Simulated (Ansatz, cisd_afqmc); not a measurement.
System: BH2, charge 1, singlet. BH2+ (parent SMILES [BH2], singlet).
B3LYP-D3(BJ)/def2-TZVP minimum from Ansatz (a program for electronic structure):
```
B
H 1 1.1744
H 1 1.1744 2 180.00
```
Charge +1, spin multiplicity 1.

Total energies in aug-cc-pVDZ, 4 correlated electrons, 1 frozen orbitals. Open shells are spin-unrestricted; no spin-orbit coupling. Cores are frozen in correlated methods. No relativity. AFQMC/CISD: phaseless, guided by CISD from CCSD amplitudes; bars are statistical, one sigma. Outlying blocks are dropped, and bars are widened where a walk drifts. Over all cases where full CI ran beside it in this data, AFQMC minus full CI had a median of +0.1 mEh and passed +0.4 mEh in a tenth of the cases. The spin of H2B+ (parent SMILES [BH2], singlet) was assumed, and the state is the lowest solution found for it.

```tsv
method	program	energy (Eh)	error against FCI (mEh)
HF	Ansatz	-25.47268	75.65
MP2	Ansatz	-25.52941	18.92
CCSD	Ansatz	-25.54738	0.95
CCSD(T)	Ansatz	-25.54807	0.27
CCSDT(Q)	Ansatz	-25.54833	0.01
CCSDTQ	Ansatz	-25.54833	0.00
AFQMC/CISD	cisd_afqmc	-25.5484 ± 0.0001	-0.1 ± 0.1
FCI	Ansatz	-25.54833	0.00
```
